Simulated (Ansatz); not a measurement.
Ansatz (a quantum-chemistry and plane-wave program) input for Cl₃Ge, SMILES [Cl][Ge]([Cl])[Cl], multiplicity 2, PBE-D3(BJ)/def2-SVP. 

Ansatz 0.2 input:
```yaml
crystal:
  periodic: [false, false, false]
  atoms:
    - {symbol: Cl, position_ang: [1.77320503, -1.02376040, -0.29515104]}
    - {symbol: Ge, position_ang: [-0.00000000, 0.00000001, 0.47039697]}
    - {symbol: Cl, position_ang: [-1.77320503, -1.02376041, -0.29515104]}
    - {symbol: Cl, position_ang: [-0.00000000, 2.04752080, -0.29515104]}
basis:
  gaussian:
    orbitals: def2-SVP
hamiltonian:
  xc: pbe
  dispersion: d3bj
magnetization: {spin_polarized: true, initial_magnetization: 1}
relax: {f_tol: 0.002, max_steps: 200}
```

Log of the run:

```
WARN ansatz: RAYON_NUM_THREADS=1 ignored (pool sized by the plan → 1); use --threads N
Functional definition: PBE
integrals: 0.04 GiB planned
936 factors; their error is unknown
mean field: 0.26 GiB planned
mean field evaluation 1: about -94045.1121 eV, gradient 1.7e1 eV
mean field evaluation 2: about -94042.1848 eV, gradient 3.1e1 eV
mean field evaluation 4: about -94046.1600 eV, gradient 5.7e-1 eV
mean field evaluation 8: about -94046.0965 eV, gradient 3.1e-2 eV
mean field evaluation 16: about -94046.0965 eV, gradient 4.5e-5 eV
mean field -94046.09654951 eV, -3456.1303014605 hartree, gradient 4.5e-5 eV, S^2 0.751734; 0 other end points of the search recorded, 0 dependent functions left out
the calculation of the forces begins
reference -94046.09657642 eV, -3456.1303024498 hartree; 42, 41 occupied and 44, 45 virtual orbitals, 936 factors
relax step   1: F+E_penalty+E_count = -94046.23897147 eV  Δ(F+E_penalty+E_count) = +0.000e0 eV  max|allowed force component| = 6.523e-2 eV/Å  Δτ_max = 0.0000 Å  (27 SCF iters, accepted)
these checks for a lower state are left out or cut short: starts, cluster_reference, orbital_swaps, neighbouring_geometries, increment
integrals: 0.04 GiB planned
936 factors; their error is unknown
mean field: 0.26 GiB planned
mean field -94046.09732336 eV, -3456.1303298993 hartree, gradient 1.1e-5 eV, S^2 0.751752; 0 other end points of the search recorded, 0 dependent functions left out
the calculation of the forces begins
reference -94046.09735028 eV, -3456.1303308886 hartree; 42, 41 occupied and 44, 45 virtual orbitals, 936 factors
relax step   2: F+E_penalty+E_count = -94046.23945369 eV  Δ(F+E_penalty+E_count) = -4.822e-4 eV  max|allowed force component| = 1.578e-2 eV/Å  Δτ_max = 0.0042 Å  (28 SCF iters, accepted)
these checks for a lower state are left out or cut short: starts, cluster_reference, orbital_swaps, neighbouring_geometries, increment
integrals: 0.04 GiB planned
936 factors; their error is unknown
mean field: 0.26 GiB planned
mean field -94046.09741899 eV, -3456.1303334135 hartree, gradient 3.0e-5 eV, S^2 0.751757; 0 other end points of the search recorded, 0 dependent functions left out
the calculation of the forces begins
reference -94046.09744591 eV, -3456.1303344029 hartree; 42, 41 occupied and 44, 45 virtual orbitals, 936 factors
relax step   3: F+E_penalty+E_count = -94046.23947857 eV  Δ(F+E_penalty+E_count) = -2.488e-5 eV  max|allowed force component| = 1.854e-4 eV/Å  Δτ_max = 0.0010 Å  (21 SCF iters, accepted)
integrals: 0.04 GiB planned
936 factors; their error is unknown
mean field: 0.26 GiB planned
mean field evaluation 32: about -94046.0549 eV, gradient 4.1e0 eV
mean field -94046.09741899 eV, -3456.1303334135 hartree, gradient 3.0e-5 eV, S^2 0.751757; 1 other end points of the search recorded, 0 dependent functions left out
the calculation of the forces begins
reference -94046.09744591 eV, -3456.1303344029 hartree; 42, 41 occupied and 44, 45 virtual orbitals, 936 factors
Total energy: -94046.23950549 eV, -3456.1355549962 hartree
Atom 0 at     1.777762    -1.026391    -0.295095 Å, force     0.000104    -0.000060    -0.000062 eV/Å
Atom 1 at    -0.000007     0.000004     0.470223 Å, force    -0.000002     0.000001     0.000185 eV/Å
Atom 2 at    -1.777764    -1.026403    -0.295092 Å, force    -0.000101    -0.000058    -0.000062 eV/Å
Atom 3 at     0.000009     2.052790    -0.295092 Å, force    -0.000001     0.000117    -0.000062 eV/Å
Dipole moment:    -0.000009     0.000005     0.227242 e Å
```

The calculation finished and met its thresholds.

Cost: around 9 core-seconds (rough).
